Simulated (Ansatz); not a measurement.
Program: Ansatz. Geometries: PBE0-D4/def2-TZVP. ΔE: electronic, gas phase. CBS: MP2 limit from def2 TZ/QZ plus the TZ coupled-cluster correction, frozen cores. This one scheme is used for every species, atoms too. Functionals use def2-TZVPP. B3LYP here is the variant with VWN-RPA as its local correlation; programs differ in this. Open shells (•) are unrestricted, without spin–orbit coupling. Spin–orbit coupling would lower the free atoms: a little for C, F, Si; strongly for I. Elements past krypton have def2 core potentials. Bonds to I are less sure, by a few kJ/mol each and by 10 to 20 or more in all where they break to atoms, as the def2 sets lack core-valence functions. Each species was taken in one conformer, which may not be the lowest.

`CC[SiH](F)I` → 2 C• + F• + 6 H• + I• + Si•  (atomization)

```
             level  ΔE (kJ/mol)  difference from CCSD(T)/CBS
            PBE-D4       4095.1                         28.9
         r2SCAN-D4       4058.6                         -7.6
           PBE0-D4       4049.9                        -16.3
          B3LYP-D4       4035.0                        -31.2
           ωB97X-V       4057.3                         -8.9
           ωB97M-V       4051.0                        -15.2
            B2PLYP       4000.3                        -65.9
               PBE       4068.4                          2.2
            r2SCAN       4052.2                        -14.0
              PBE0       4027.0                        -39.2
             B3LYP       3991.8                        -74.4
     HF/def2-TZVPP       3063.6                      -1002.6
    MP2/def2-TZVPP       4024.7                        -41.5
SCS-MP2/def2-TZVPP       3996.5                        -69.7
   CCSD/def2-TZVPP       3905.5                       -160.7
CCSD(T)/def2-TZVPP       3957.3                       -108.9
     HF/def2-QZVPP       3070.3                       -995.9
    MP2/def2-QZVPP       4089.5                         23.3
SCS-MP2/def2-QZVPP       4067.2                          1.0
      HF/CBS(def2)       3071.3                       -994.9
     MP2/CBS(def2)       4133.7                         67.5
    CCSD/CBS(def2)       4014.4                        -51.8
       CCSD(T)/CBS       4066.2                            0
```

Largest T1 diagnostic among the species: 0.012.

The D4 term adds +43.3 kJ/mol with B3LYP and +22.9 kJ/mol with PBE0; it sums over pairs of atoms, weighted by their polarisabilities, and B3LYP, whose exchange is more repulsive, gets the larger term. From PBE to PBE0 (25 % exact exchange), in def2-TZVPP and without D4, ΔE moves by −41.4 kJ/mol: exact exchange takes away binding that semilocal exchange gives to molecules. In def2-TZVPP, CCSD(T) changes the Hartree–Fock value by +893.7 kJ/mol (the triples alone add +51.8 kJ/mol) and MP2 by +961.1 kJ/mol; breaking electron pairs costs correlation energy, which Hartree–Fock lacks.

For atomizations the MP2-based limit and the directly extrapolated one differ by several kJ/mol either way, and by 10 to 25 for some Ge, Se and Sn compounds, so smaller differences from it don't rank the levels.
